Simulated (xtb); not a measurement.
Si(OSiH3)(Me)(Cl)2 (CH₆Cl₂OSi₂), SMILES C[Si](Cl)(Cl)O[SiH3]. All values are semi-empirical tight-binding results from xtb (GFN2-xTB unless named), good for trends rather than for accurate numbers. Coordinates come from a GFN2-xTB optimisation. Other conformers were not sampled.

Optimised geometry:

Bonds (Å): C1–Si2 1.892, C1–H7 1.086, C1–H8 1.086, C1–H9 1.086, Si2–Cl3 2.015, Si2–Cl4 2.014, Si2–O5 1.610, O5–Si6 1.635, Si6–H10 1.460, Si6–H11 1.460, Si6–H12 1.459. Angles (°): Si2–C1–H7 111.1, Si2–C1–H8 111.2, Si2–C1–H9 111.1, H7–C1–H8 107.8, H7–C1–H9 107.7, H8–C1–H9 107.8, C1–Si2–Cl3 111.5, C1–Si2–Cl4 111.6, C1–Si2–O5 108.1, Cl3–Si2–Cl4 109.4, Cl3–Si2–O5 108.2, Cl4–Si2–O5 107.8, Si2–O5–Si6 158.2, O5–Si6–H10 107.2, O5–Si6–H11 106.7, O5–Si6–H12 102.4, H10–Si6–H11 112.2, H10–Si6–H12 113.7, H11–Si6–H12 113.7.

Computed properties:
The orbital gap comes out as 5.99 eV. The dipole moment is 2.46 D and the zero-point energy is 42.9 kcal/mol. The G − E(el) at 298.15 K (modified RRHO) is 19.4 kcal/mol. The static polarisability (D4 model) is 103.0 bohr³ and the solvation energy, GFN2-xTB/ALPB(water) comes out as -0.5 kcal/mol. The solvation energy, GFN2-xTB/ALPB(octanol) is -4.3 kcal/mol.

Computed atomic charges and the Wiberg bond orders between heavy atoms:
charges (e) C1 -0.20, Si2 0.60, Cl3 -0.21, Cl4 -0.21, O5 -0.44, Si6 0.53, H7 0.06, H8 0.05, H9 0.06, H10 -0.08, H11 -0.08, H12 -0.07. Bond orders C1–Si2 0.89, Si2–Cl3 1.07, Si2–Cl4 1.07, Si2–O5 1.15, O5–Si6 1.00.
